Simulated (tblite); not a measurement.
Compound: C₂H₁₀B₂GeN (doublet state).
SMILES with atom numbers: `[NH2:1][BH:2][CH2:3][BH:4][CH2:5][GeH2:6]` (hydrogens: H7, H8 on N1; H9 on B2; H10, H11 on C3; H12 on B4; H13, H14 on C5; H15, H16 on Ge6)

Computed with GFN2-xTB (tblite), gas phase: L-BFGS steps from a force-field or distance-geometry start until the largest atomic force falls under 0.01 eV/Å.

Step 20: E = -452.9189 eV
```
atom  x, y, z in Å  |  force x, y, z in eV/Å
N1      3.1472    0.2090    0.6147    0.023   0.035  -0.077
B2      2.0120    0.2215   -0.1784   -0.015   0.012  -0.004
C3      0.8188   -0.7940    0.1047   -0.186   0.008   0.061
B4     -0.5006   -0.0950    0.6215   -0.002   0.016   0.093
C5     -1.9355   -0.6077    0.2467    0.168  -0.005  -0.032
Ge6    -3.3285    0.8345    0.6132   -0.040  -0.008   0.019
H7      3.9125    0.8604    0.5232   -0.101  -0.061  -0.059
H8      3.3121   -0.4571    1.3522   -0.082   0.018   0.032
H9      1.9365    1.0169   -1.0412    0.038  -0.048   0.033
H10     1.0982   -1.4503    0.9375    0.063  -0.007  -0.050
H11     0.6144   -1.4490   -0.7457    0.080   0.068  -0.007
H12    -0.4092    0.7848    1.3998    0.087  -0.122   0.042
H13    -2.0586   -0.9150   -0.7934    0.012  -0.029   0.027
H14    -2.1654   -1.4917    0.8496   -0.009   0.094  -0.013
H15    -2.4952    2.1468    0.7961   -0.060   0.029   0.003
H16    -3.9661    1.1949   -0.7770    0.024  -0.002  -0.067
```

Step 21: E = -452.9231 eV
```
atom  x, y, z in Å  |  force x, y, z in eV/Å
N1      3.1453    0.2096    0.6132    0.026  -0.010  -0.028
B2      2.0097    0.2233   -0.1796    0.000  -0.014   0.013
C3      0.8155   -0.7912    0.1046   -0.109  -0.009   0.050
B4     -0.5002   -0.0966    0.6258   -0.039   0.035   0.074
C5     -1.9352   -0.6030    0.2437    0.144  -0.011  -0.005
Ge6    -3.3336    0.8403    0.6114    0.008  -0.110  -0.001
H7      3.9121    0.8584    0.5234   -0.087  -0.033  -0.079
H8      3.3115   -0.4556    1.3526   -0.108   0.037   0.001
H9      1.9382    1.0141   -1.0451    0.029  -0.022   0.016
H10     1.0993   -1.4508    0.9312    0.078  -0.015   0.022
H11     0.6145   -1.4483   -0.7421    0.049   0.054  -0.090
H12    -0.4014    0.7759    1.4090    0.059  -0.092   0.070
H13    -2.0516   -0.9187   -0.7957   -0.007  -0.001   0.064
H14    -2.1665   -1.4836    0.8523   -0.011   0.098  -0.028
H15    -2.4997    2.1464    0.8006   -0.049   0.069  -0.005
H16    -3.9653    1.1888   -0.7818    0.017   0.026  -0.075
```

Step 22: E = -452.9272 eV
```
atom  x, y, z in Å  |  force x, y, z in eV/Å
N1      3.1441    0.2093    0.6106    0.001  -0.056   0.013
B2      2.0080    0.2239   -0.1812   -0.004  -0.036   0.024
C3      0.8103   -0.7882    0.1051    0.021  -0.030   0.020
B4     -0.5005   -0.0971    0.6318   -0.039   0.032   0.044
C5     -1.9322   -0.5983    0.2410    0.064   0.001   0.021
Ge6    -3.3389    0.8434    0.6094    0.052  -0.170  -0.031
H7      3.9095    0.8587    0.5240   -0.054  -0.008  -0.096
H8      3.3101   -0.4551    1.3516   -0.119   0.054  -0.014
H9      1.9429    1.0092   -1.0507    0.013   0.001   0.003
H10     1.1011   -1.4505    0.9257    0.078  -0.019   0.074
H11     0.6144   -1.4463   -0.7404    0.011   0.048  -0.140
H12    -0.3934    0.7645    1.4223    0.030  -0.047   0.111
H13    -2.0449   -0.9222   -0.7966   -0.012   0.020   0.074
H14    -2.1675   -1.4739    0.8547   -0.009   0.074  -0.021
H15    -2.5065    2.1476    0.8049   -0.047   0.090  -0.010
H16    -3.9642    1.1839   -0.7887    0.015   0.045  -0.069
```

Step 23: E = -452.9319 eV
```
atom  x, y, z in Å  |  force x, y, z in eV/Å
N1      3.1434    0.2082    0.6072   -0.042  -0.084   0.032
B2      2.0074    0.2227   -0.1843   -0.020  -0.040   0.026
C3      0.8046   -0.7852    0.1056    0.154  -0.052  -0.016
B4     -0.5011   -0.0968    0.6405    0.008   0.014   0.005
C5     -1.9273   -0.5927    0.2385   -0.036   0.021   0.044
Ge6    -3.3441    0.8432    0.6054    0.082  -0.173  -0.061
H7      3.9044    0.8616    0.5246   -0.011   0.006  -0.105
H8      3.3073   -0.4554    1.3493   -0.113   0.059  -0.003
H9      1.9506    1.0022   -1.0586   -0.009   0.019  -0.007
H10     1.1040   -1.4495    0.9211    0.065  -0.019   0.098
H11     0.6134   -1.4427   -0.7412   -0.026   0.052  -0.152
H12    -0.3845    0.7496    1.4424   -0.003  -0.005   0.146
H13    -2.0376   -0.9255   -0.7961   -0.008   0.036   0.062
H14    -2.1688   -1.4611    0.8577   -0.006   0.024   0.002
H15    -2.5166    2.1509    0.8098   -0.055   0.086  -0.017
H16    -3.9627    1.1794   -0.7983    0.018   0.056  -0.054
```

**Question.** Estimate the geometry and energy of step 24. (The exact step hangs on the optimiser's Hessian estimate; all steps are aligned on step 23, rigid shifts and turns removed.)

**Answer.** E = -452.9376 eV, largest force 0.256 eV/Å
```
atom  x, y, z in Å  |  force x, y, z in eV/Å
N1      3.1423    0.2064    0.6032   -0.088  -0.085   0.023
B2      2.0073    0.2197   -0.1890   -0.037  -0.023   0.021
C3      0.8000   -0.7827    0.1057    0.243  -0.068  -0.045
B4     -0.5010   -0.0959    0.6520    0.090  -0.013  -0.034
C5     -1.9217   -0.5852    0.2362   -0.109   0.038   0.066
Ge6    -3.3486    0.8397    0.5983    0.089  -0.111  -0.082
H7      3.8972    0.8657    0.5238    0.037   0.009  -0.102
H8      3.3018   -0.4556    1.3464   -0.088   0.049   0.035
H9      1.9605    0.9932   -1.0686   -0.034   0.030  -0.017
H10     1.1085   -1.4481    0.9173    0.043  -0.020   0.091
H11     0.6113   -1.4368   -0.7450   -0.058   0.059  -0.125
H12    -0.3738    0.7306    1.4714   -0.041   0.013   0.155
H13    -2.0288   -0.9286   -0.7944    0.003   0.047   0.039
H14    -2.1708   -1.4446    0.8620   -0.001  -0.042   0.035
H15    -2.5311    2.1563    0.8159   -0.074   0.057  -0.026
H16    -3.9606    1.1748   -0.8115    0.026   0.061  -0.034
```

The energy changes by -0.0057 eV. The first-order estimate −F·Δx gives -0.0076 eV and the mean of the old and new forces, exact on a quadratic surface, -0.0056 eV. The step makes an angle of 72° with the force vector and moves no atom by more than 0.036 Å.

What follows is the cost of the whole relaxation. The run took 1.2 s wall on Arm Neoverse V1, one thread, shared host with 32 logical CPUs at a one-minute load of 41.
